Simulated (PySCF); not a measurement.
# What a mistake does to a calculation on B2FH3O

Calculated results; nothing here was measured. They come from PySCF 2.14.0, an open-source quantum chemistry program, on an isolated molecule that a program drew, which may never have been made. The molecule is B2FH3O (charge 0, singlet), drawn as the SMILES string `BOBF`.

Each row is a Hartree-Fock (HF) and frozen-core CCSD(T) single point in the cc-pVDZ basis, meant for a local HF minimum. Run 1 is clean. Each other run has one planted mistake out of seven kinds, and not every kind appears here: one electron removed, one electron added, multiplicity raised by two, geometry at a saddle point, minimal basis STO-3G, one bond length entered in bohr, all coordinates scaled. The reference is restricted for singlets and unrestricted otherwise, and also for a bond in bohr. Adding or removing an electron swaps singlet and doublet. Electrons count all cores. HOMO and LUMO are orbital energies over both spins, the gradient is its largest component, and the lowest frequency (negative if imaginary) is given only where the gradient is small. Bond lengths are over the 6 bonds as drawn. T1 is the CCSD diagnostic: over 0.02 (restricted) or 0.045 (unrestricted) a single reference is doubtful.

Geometry of the clean run:
```xyz
7
B2FH3O, angstrom
B    -2.4090   -1.9943    2.3669
O    -1.0757   -1.7476    2.5405
B    -0.1378   -1.3919    1.6322
F    -0.4909   -1.0501    0.3987
H    -2.8897   -2.0155    1.2703
H    -3.0551   -2.1975    3.3539
H     1.0143   -1.3702    1.9324
```

| run | electrons | basis functions | <S^2> | HOMO (eV) | LUMO (eV) | gradient (hartree/bohr) | lowest frequency (cm^-1) | mean bond (Å) | longest bond (Å) | T1 | HF (hartree) | CCSD(T) (hartree) | mistake |
|---|---|---|---|---|---|---|---|---|---|---|---|---|---|
| 1 | 30 | 71 | 0.000 | -12.71 | 2.56 | 1.6e-05 | 53 | 1.2722 | 1.367 | 0.0143 | -225.56415 | -226.13546 | no fault |
| 2 | 30 | 71 | 0.895 | -9.56 | 2.29 | 2.5e-02 | - | 1.4729 | 2.557 | 0.0583 | -225.39021 | -225.95176 | one bond length entered in bohr |
| 3 | 30 | 71 | 2.018 | -6.65 | -2.83 | 5.4e-02 | - | 1.2722 | 1.367 | 0.0288 | -225.34468 | -225.92504 | multiplicity raised by two |
| 4 | 30 | 71 | 0.000 | -12.63 | 2.19 | 6.8e-02 | - | 1.3689 | 1.471 | 0.0167 | -225.52945 | -226.11322 | all coordinates scaled |
| 5 | 31 | 71 | 0.766 | 1.11 | 9.06 | 9.6e-02 | - | 1.2722 | 1.367 | 0.0234 | -225.49489 | -226.09082 | ? |

**Which mistake was planted in run 5, and what did it cost?**

It counts 31 electrons, one more than the clean run, at the same geometry and basis. So the mistake is: one electron added. Subtracting run 1 and multiplying by 627.51 kcal/mol a hartree, the energy moved by 43.5 kcal/mol in HF and 28.0 kcal/mol in CCSD(T).

Cautions from the logs. Run 2: T1 is over the limit, so its CCSD(T) energy is less reliable; run 5: the HOMO is above zero, so the electron isn't bound and the energy depends on the basis.
